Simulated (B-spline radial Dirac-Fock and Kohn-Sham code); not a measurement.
**In⁹⁺: scattering cross sections and density moments**

System: indium as In⁹⁺, [Kr] 4d4.

The computed values come from a radial atomic solver: relativistic Hartree-Fock (Dirac-Fock) wave functions, averaged over the configuration.

| Property | Result |
| --- | --- |
| Sum of ⟨r⟩ | 17.67 bohr |
| Sum of ⟨r²⟩ | 13.33 bohr² |
| Sum of ⟨1/r⟩ | 285.03 per bohr |
| Langevin diamagnetic susceptibility | -10.6 × 10⁻⁶ cm³/mol |
| Lamb shielding (α²/3)Σ⟨1/r⟩ | 5059 ppm |

Coherent scattering is the Thomson cross section weighted by f₀², without anomalous dispersion; incoherent scattering is Klein-Nishina weighted by S. The Lamb formula is the non-relativistic shielding expression. Electron correlation is left out. A dash stands where the photon energy is too low for the impulse approximation behind that column.

| hν (keV) | coherent (b) | incoherent (b) | incoherent per electron (b) |
| --- | --- | --- | --- |
| 1 | 1048 | – | – |
| 2 | 1001 | 0.7445 | 0.0186 |
| 5 | 770.8 | 3.320 | 0.0830 |
| 10 | 466.6 | 7.298 | 0.182 |
| 17.4793 | 262.0 | 11.11 | 0.278 |
| 20 | 221.0 | 12.01 | 0.300 |
| 50 | 58.42 | 16.72 | 0.418 |
| 200 | 5.186 | 15.37 | 0.384 |

Incoherent scattering overtakes coherent scattering between 50 and 200 keV.
